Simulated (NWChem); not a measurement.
CH7NSi2; SMILES [SiH2]1C[SiH2]N1

```xyz
11

C      0.0000     0.0000     1.3506
Si     1.3099     0.0000    -0.0367
N      0.0000     0.0000    -1.2169
Si    -1.3099     0.0000    -0.0367
H      0.0000     0.9013     1.9941
H      0.0000    -0.9013     1.9941
H      2.2053    -1.2151    -0.0774
H      2.2053     1.2151    -0.0774
H      0.0000     0.0000    -2.2372
H     -2.2053     1.2151    -0.0774
H     -2.2053    -1.2151    -0.0774
```
Atoms are numbered in this order, from 1.

Program: NWChem. Medium grid unless said otherwise, to which SCAN and Minnesota functionals are sensitive. All runs use the structure optimised with PBE-D3(BJ)/def2-SVP. Hybrids' shares of exact exchange are those that their runs print; pure functionals count as 0. The functionals differ in more than this share.

| row | share of exact exchange | highest occupied level (eV) |
|---|---|---|
| PBE/def2-SVP | 0.00 | -5.83 |
| OLYP/def2-SVP | 0.00 | -5.71 |
| B3LYP/def2-SVP | 0.20 | -6.92 |
| B3PW91/def2-SVP | 0.20 | -6.98 |
| M06/def2-SVP | 0.27 | -7.24 |
| BHandHLYP/def2-SVP | 0.50 | -8.43 |
| M05-2X/def2-SVP | 0.56 | -8.48 |
| Hartree-Fock/def2-SVP | 1.00 | withheld |

Q: Fit a straight line of the last column on the one before it, predict the withheld value, and compare with the run.

A: 
1. Means of the 7 shown rows: x = 0.247, y = -7.084. Slope Σ(x − x̄)(y − ȳ)/Σ(x − x̄)² = -1.443/0.2889 = -4.993; intercept -5.850.
2. The shown rows scatter about the line by 0.106 (root mean square); the largest residual is +0.17, at M05-2X/def2-SVP.
3. At x = 1.00 (Hartree-Fock/def2-SVP; beyond the shown range) the line gives -10.84.
4. The run gives -10.49, +0.35 from the line, 3.3 times the scatter.
